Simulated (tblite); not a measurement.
Record of a relaxation.

Compound: C₃H₂F₅O₂ (doublet state).
SMILES with atom numbers: `[O:1][C@@H:2]([OH:3])[C:4]([F:5])([F:6])[C:7]([F:8])([F:9])[F:10]` (hydrogens: H11 on C2; H12 on O3)

Computed with GFN2-xTB (tblite), gas phase: L-BFGS steps from a force-field or distance-geometry start until the largest atomic force falls under 0.01 eV/Å. 10 of its 91 geometries are shown.

Step 0: E = -1064.0052 eV, largest atomic force 4.748 eV/Å
```
atom  x, y, z in Å  |  force x, y, z in eV/Å
O1      1.140   -0.080    1.482    0.010   0.719  -2.828
C2      1.086    0.026    0.070    1.204  -1.679   4.275
O3      1.262   -1.227   -0.477   -0.294   0.344  -0.854
C4     -0.261    0.652   -0.282    1.067   1.380  -0.150
F5     -0.290    1.880    0.349   -0.241  -0.845  -0.970
F6     -0.281    0.827   -1.630   -0.509   0.214   0.732
C7     -1.407   -0.186    0.235   -1.276  -0.141   0.075
F8     -1.333   -0.299    1.609   -0.527  -0.194  -2.361
F9     -2.567    0.499   -0.115    1.167  -1.316   0.807
F10    -1.405   -1.386   -0.412   -0.440   1.248   1.286
H11     1.881    0.755   -0.174   -0.064   0.114  -0.220
H12     2.177   -1.461   -0.681   -0.097   0.158   0.208
```

Step 10: E = -1064.8811 eV, largest atomic force 0.542 eV/Å
```
atom  x, y, z in Å  |  force x, y, z in eV/Å
O1      1.342   -0.132    1.442   -0.088   0.003   0.159
C2      1.132    0.009    0.206    0.320  -0.110  -0.424
O3      1.282   -1.068   -0.668    0.125  -0.173  -0.207
C4     -0.247    0.692   -0.248    0.360  -0.171  -0.001
F5     -0.315    1.939    0.243   -0.238  -0.189   0.225
F6     -0.235    0.835   -1.583   -0.212  -0.193   0.033
C7     -1.460   -0.184    0.223    0.355   0.267  -0.170
F8     -1.418   -0.361    1.536   -0.099   0.050  -0.042
F9     -2.594    0.429   -0.094   -0.175   0.031   0.083
F10    -1.475   -1.379   -0.355    0.118   0.143   0.009
H11     1.875    0.769   -0.208   -0.109   0.346   0.087
H12     2.115   -1.550   -0.521   -0.357  -0.004   0.248
```

Step 20: E = -1065.0446 eV, largest atomic force 0.369 eV/Å
```
atom  x, y, z in Å  |  force x, y, z in eV/Å
O1      1.380   -0.196    1.371   -0.097   0.128   0.011
C2      1.215    0.041    0.140    0.051   0.015  -0.103
O3      1.449   -0.975   -0.771    0.170  -0.136   0.089
C4     -0.233    0.669   -0.248    0.164   0.086   0.004
F5     -0.348    1.885    0.298    0.053   0.090   0.000
F6     -0.323    0.811   -1.576    0.075   0.072  -0.020
C7     -1.427   -0.182    0.225   -0.080  -0.046   0.044
F8     -1.440   -0.356    1.536    0.073  -0.095   0.055
F9     -2.552    0.451   -0.102   -0.109  -0.074  -0.061
F10    -1.429   -1.369   -0.369   -0.031  -0.084   0.059
H11     1.825    0.945   -0.209   -0.017  -0.193   0.048
H12     1.885   -1.725   -0.321   -0.253   0.236  -0.127
```

Step 30: E = -1065.0727 eV, largest atomic force 0.157 eV/Å
```
atom  x, y, z in Å  |  force x, y, z in eV/Å
O1      1.312   -0.170    1.363    0.050   0.015   0.022
C2      1.225    0.063    0.121    0.073  -0.063   0.022
O3      1.493   -0.952   -0.776   -0.066   0.038  -0.032
C4     -0.226    0.685   -0.264    0.031   0.079   0.001
F5     -0.325    1.885    0.316   -0.066   0.094  -0.023
F6     -0.318    0.861   -1.586   -0.013   0.030  -0.017
C7     -1.407   -0.195    0.223   -0.024  -0.030   0.027
F8     -1.400   -0.361    1.535    0.080  -0.010   0.036
F9     -2.561    0.390   -0.097    0.007   0.003  -0.074
F10    -1.389   -1.395   -0.349    0.072  -0.030  -0.018
H11     1.860    0.947   -0.212   -0.101  -0.113   0.040
H12     1.738   -1.759   -0.299   -0.042  -0.013   0.015
```

Step 40: E = -1065.0913 eV, largest atomic force 0.059 eV/Å
```
atom  x, y, z in Å  |  force x, y, z in eV/Å
O1      1.301   -0.163    1.371    0.001   0.020  -0.005
C2      1.216    0.071    0.131    0.044  -0.006  -0.018
O3      1.428   -0.954   -0.770   -0.002   0.015  -0.015
C4     -0.223    0.730   -0.268    0.001  -0.003   0.030
F5     -0.353    1.926    0.312    0.020   0.017  -0.001
F6     -0.302    0.910   -1.590   -0.006   0.004   0.034
C7     -1.363   -0.202    0.216   -0.004  -0.028   0.013
F8     -1.338   -0.356    1.530   -0.044   0.034   0.020
F9     -2.548    0.306   -0.116    0.010  -0.026  -0.018
F10    -1.263   -1.407   -0.338   -0.012  -0.017  -0.032
H11     1.871    0.928   -0.205    0.000  -0.024  -0.015
H12     1.574   -1.789   -0.299   -0.010   0.015   0.007
```

Step 50: E = -1065.0943 eV, largest atomic force 0.036 eV/Å
```
atom  x, y, z in Å  |  force x, y, z in eV/Å
O1      1.321   -0.153    1.367    0.000   0.024   0.001
C2      1.229    0.076    0.126    0.000  -0.013  -0.011
O3      1.425   -0.952   -0.772   -0.010   0.002  -0.034
C4     -0.220    0.735   -0.253   -0.018  -0.006  -0.001
F5     -0.342    1.928    0.333   -0.009  -0.012   0.013
F6     -0.314    0.920   -1.573    0.023   0.025   0.005
C7     -1.360   -0.206    0.219    0.008  -0.013  -0.003
F8     -1.373   -0.349    1.534   -0.009   0.035   0.003
F9     -2.542    0.280   -0.155    0.010   0.002   0.002
F10    -1.230   -1.414   -0.325    0.001  -0.018   0.004
H11     1.881    0.926   -0.231   -0.013   0.004   0.014
H12     1.527   -1.792   -0.298    0.016  -0.031   0.007
```

Step 60: E = -1065.0967 eV, largest atomic force 0.027 eV/Å
```
atom  x, y, z in Å  |  force x, y, z in eV/Å
O1      1.349   -0.143    1.359   -0.014  -0.013  -0.006
C2      1.233    0.073    0.119   -0.009  -0.013  -0.004
O3      1.409   -0.961   -0.778    0.004  -0.016  -0.016
C4     -0.219    0.735   -0.242   -0.017   0.004   0.001
F5     -0.344    1.912    0.377    0.011   0.004   0.000
F6     -0.306    0.958   -1.557   -0.015  -0.001   0.004
C7     -1.363   -0.209    0.215    0.004  -0.007  -0.003
F8     -1.410   -0.305    1.534   -0.003   0.015  -0.004
F9     -2.537    0.254   -0.208    0.008   0.009   0.003
F10    -1.212   -1.434   -0.282    0.022  -0.006   0.004
H11     1.878    0.920   -0.256    0.002   0.001   0.011
H12     1.525   -1.801   -0.308    0.006   0.024   0.010
```

Step 70: E = -1065.0977 eV, largest atomic force 0.032 eV/Å
```
atom  x, y, z in Å  |  force x, y, z in eV/Å
O1      1.344   -0.158    1.350   -0.012  -0.002   0.001
C2      1.228    0.068    0.111    0.000  -0.001   0.002
O3      1.402   -0.964   -0.788    0.014  -0.027   0.008
C4     -0.220    0.738   -0.240    0.000   0.009   0.013
F5     -0.335    1.908    0.393   -0.001   0.016   0.002
F6     -0.317    0.978   -1.551    0.000  -0.020   0.013
C7     -1.361   -0.208    0.216   -0.008  -0.003  -0.008
F8     -1.431   -0.276    1.537    0.009   0.012  -0.008
F9     -2.533    0.236   -0.235   -0.006   0.002  -0.002
F10    -1.190   -1.441   -0.253    0.002  -0.010   0.009
H11     1.878    0.913   -0.257    0.005   0.018   0.003
H12     1.535   -1.797   -0.309   -0.003   0.006  -0.031
```

Step 80: E = -1065.0998 eV, largest atomic force 0.061 eV/Å
```
atom  x, y, z in Å  |  force x, y, z in eV/Å
O1      1.310   -0.216    1.346    0.009  -0.016  -0.031
C2      1.220    0.055    0.113    0.031   0.006  -0.018
O3      1.421   -0.937   -0.825   -0.013  -0.047   0.036
C4     -0.220    0.740   -0.237   -0.001   0.006  -0.008
F5     -0.321    1.914    0.392   -0.012   0.015  -0.030
F6     -0.319    0.969   -1.550    0.002   0.027  -0.002
C7     -1.362   -0.197    0.231   -0.013  -0.028   0.003
F8     -1.468   -0.189    1.550   -0.022  -0.029  -0.029
F9     -2.529    0.191   -0.281    0.037   0.010   0.017
F10    -1.148   -1.450   -0.167   -0.026  -0.012   0.048
H11     1.874    0.913   -0.216    0.024   0.039   0.033
H12     1.544   -1.793   -0.383   -0.017   0.029  -0.018
```

Step 90: E = -1065.1021 eV, largest atomic force 0.008 eV/Å
```
atom  x, y, z in Å  |  force x, y, z in eV/Å
O1      1.295   -0.270    1.332   -0.001   0.001   0.007
C2      1.225    0.049    0.110   -0.002  -0.002  -0.002
O3      1.429   -0.910   -0.859    0.000   0.003  -0.007
C4     -0.218    0.741   -0.234    0.002  -0.002   0.001
F5     -0.318    1.918    0.388   -0.002   0.000  -0.002
F6     -0.320    0.968   -1.546    0.002   0.002   0.001
C7     -1.359   -0.196    0.245   -0.005  -0.001   0.003
F8     -1.516   -0.114    1.556    0.001  -0.002   0.001
F9     -2.510    0.143   -0.331    0.001   0.001  -0.002
F10    -1.112   -1.466   -0.066    0.000   0.000   0.001
H11     1.883    0.921   -0.172    0.004   0.002  -0.003
H12     1.520   -1.784   -0.448    0.000  -0.003   0.003
```

**Question.** Summarise the path.

**Answer.** The energy falls by 25.30 kcal/mol from step 0 to step 90; nine tenths of that is first reached at step 16. It rises by more than 0.2 meV at step 13. The largest force goes from 4.748 to 0.008 eV/Å. Among the bonds O1–C2 changes most, from 1.416 to 1.265 Å; the atoms move by 0.353 Å rms after alignment.

What follows is the cost of the whole relaxation. The run took 0.39 s on Arm Neoverse V2, one thread (shared host).
